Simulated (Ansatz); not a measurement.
Species: C$_{5}$H$_{6}$BN, SMILES `Bc1cccnc1` (charge 0, multiplicity 1), formula C5H6BN.

**Question.** How many basis functions does frozen-core CCSD(T)/cc-pVTZ // B3LYP-D3(BJ)/def2-SVP (Ansatz, a program for electronic structure) use, how many core orbitals are frozen, and how many electrons are correlated?

**Answer.** 294 basis functions and 7 frozen orbitals, which leaves 34 correlated electrons. Core time is of the order of minutes.
